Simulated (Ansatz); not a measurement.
Reaction (ligand exchange at the Si–C bond): `CNC(=O)[SiH2]Cl` + `N=C=O` → `O=C=N[SiH2]Cl` + `CNC=O`

Computed with Ansatz on PBE0-D4/def2-TZVP structures; ΔE is electronic, products minus reactants. CCSD(T)/CBS adds triple-zeta CCSD(T) − MP2 to the extrapolated MP2 energy (def2 sets, frozen cores). This one scheme is used for every species. DFT in def2-TZVPP. B3LYP here is the variant with VWN-RPA as its local correlation; programs differ in this. Each species was taken in one conformer, which may not be the lowest.

(1) Is it downhill or uphill in electronic energy at CCSD(T)/CBS, and by how much? (Best estimate.)

(2) What do these levels give: B3LYP-D4, ωB97X-V, HF/def2-TZVPP, SCS-MP2/def2-TZVPP, MP2/def2-QZVPP, SCS-MP2/def2-QZVPP? (An estimate is asked.)

Largest T1 diagnostic among the species: 0.018.

Results:

(1) Computed: Downhill: ΔE = -1.03 eV.

(2) The calculation gave: B3LYP-D4 -1.02, ωB97X-V -1.03, HF/def2-TZVPP -1.36, SCS-MP2/def2-TZVPP -1.12, MP2/def2-QZVPP -1.09, SCS-MP2/def2-QZVPP -1.12 eV.

In def2-TZVPP, CCSD(T) changes the Hartree–Fock value by +0.32 eV (the triples alone add +0.06 eV) and MP2 by +0.27 eV. From PBE to PBE0 (25 % exact exchange), in def2-TZVPP and without D4, ΔE moves by −0.12 eV. The D4 term adds +0.05 eV with B3LYP and +0.03 eV with PBE0; it sums over pairs of atoms, weighted by their polarisabilities, and B3LYP, whose exchange is more repulsive, gets the larger term.
